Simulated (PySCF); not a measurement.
An unknown is described by computed data only.

Formula: C6H10N2Si.

| Property | Result |
| --- | --- |
| UV, strongest line | among the 10 lowest singlet transitions: S9 at 6.81 eV (182 nm, f = 0.626) [TDDFT PBE0/def2-SVPD] |
| 13C NMR | chemical shifts (computed TMS as zero) by class: 145.1 (1 C), 139.5 (2 C), 135.7 (1 C), 133.2 (2 C) ppm [GIAO PBE0/pcSseg-1] |
| UV, first state | lowest singlet excitation: 5.32 eV (233 nm, f = 0.002) [TDDFT PBE0/def2-SVPD] |
| 1H NMR | chemical shifts (computed TMS as zero) by class: 7.81 (2 H), 7.45 (1 H), 7.44 (2 H), 5.23 (1 H), 0.51 (4 H) ppm [GIAO PBE0/pcSseg-1] |
| Polarisability | 111.0 au [PBE0/def2-SVPD] |
| Dipole | 0.47 D [PBE0/def2-SVPD] |
| Rotational structure | rotational constants A, B, C: 2.989, 0.830, 0.744 GHz [PBE0-D3(BJ)/def2-SVP] |
| NMR, other nuclei | isotropic shieldings of nuclei other than C and H, by class: 241 (2 N), 376 (1 Si) ppm [GIAO PBE0/pcSseg-1] |

The electronic properties come from PySCF, for the isolated species, density fitting. Levels stand in brackets. The structure is a single PBE0-D3(BJ)/def2-SVP conformer in the gas phase; no vibrational or solvent corrections. NMR values are class means; diastereotopic atoms form classes of their own.

Task: Give a SMILES that accounts for the data.

Result: Numbering: `[NH2:1][SiH:2]([NH2:3])[c:4]1[cH:5][cH:6][cH:7][cH:8][cH:9]1`. Its formula, C6H10N2Si, gives 4 degrees of unsaturation: 1 ring and 3 π bonds in the structure found (Kekulé form). 6 carbons fall into 4 classes; from least to most shielded: substituted aromatic carbon [C4] (145.1 ppm), aromatic CH carbon [C5/C9] (139.5 ppm, 2 C), aromatic CH carbon [C7] (135.7 ppm), aromatic CH carbon [C6/C8] (133.2 ppm, 2 C). Hydrogen classes from least to most shielded: 2 H on the ortho carbons, C5/C9 (7.81 ppm), 1 H on the para carbon, C7 (7.45 ppm), 2 H on the meta carbons, C6/C8 (7.44 ppm), 1 H on an SiH silicon, Si2 (5.23 ppm), 4 H on 2 silicon-bound nitrogens, N1/N3 (0.51 ppm). The other shieldings belong to: 241 ppm, silicon-bound nitrogen [N1/N3]; 376 ppm, SiH silicon [Si2]. The optimised geometry has point group C1 and is an asymmetric top. Structure: `N[SiH](N)c1ccccc1`. Computed isomers that give other values at the same levels: `N[SiH2]Nc1ccccc1` (rotational constant A: 4.340 GHz; this holds for the one conformer computed); `C=CCc1cncn1[SiH3]` (rotational constant A: 2.075 GHz; this holds for the one conformer computed). The assignments are read from this structure; whether some other isomer fits the data as well wasn't checked.

Conformer computed: `[NH2:1][SiH:2]([NH2:3])[c:4]1[cH:5][cH:6][cH:7][cH:8][cH:9]1`: N1–Si2–C4–C5 97°, H–N1–Si2–N3 -58°, H–N1–Si2–N3 159°, H–N3–Si2–N1 -50°, H–N3–Si2–N1 166°.
